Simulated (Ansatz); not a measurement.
Computed with Ansatz on PBE0-D4/def2-TZVP structures; ΔE is electronic, products minus reactants. CCSD(T)/CBS adds triple-zeta CCSD(T) − MP2 to the extrapolated MP2 energy (def2 sets, frozen cores). This one scheme is used for every species. Functionals use def2-TZVPP. B3LYP here is the variant with VWN-RPA as its local correlation; programs differ in this. Each species was taken in one conformer, which may not be the lowest.

Reaction (ligand exchange at the Si–S bond): `N[SiH2][S][AlH2]` + `C[SiH2]O` → `C[SiH2]O[SiH2]N` + `[AlH2][SH]`

CCSD(T)/CBS gives -55.2 kJ/mol.

Q: Another level gave -62.6 kJ/mol. Which?
A. B3LYP/def2-TZVPP
B. PBE/def2-TZVPP
C. r2SCAN-D4/def2-TZVPP
D. ωB97X-V/def2-TZVPP

A: A. B3LYP -62.6, PBE -42.4, r2SCAN-D4 -52.0, ωB97X-V -56.5 kJ/mol.

Largest T1 diagnostic among the species: 0.011.

The D4 term adds +3.2 kJ/mol with B3LYP and +1.4 kJ/mol with PBE0; it sums over pairs of atoms, weighted by their polarisabilities, and B3LYP, whose exchange is more repulsive, gets the larger term. From PBE to PBE0 (25 % exact exchange), in def2-TZVPP and without D4, ΔE moves by −4.2 kJ/mol.
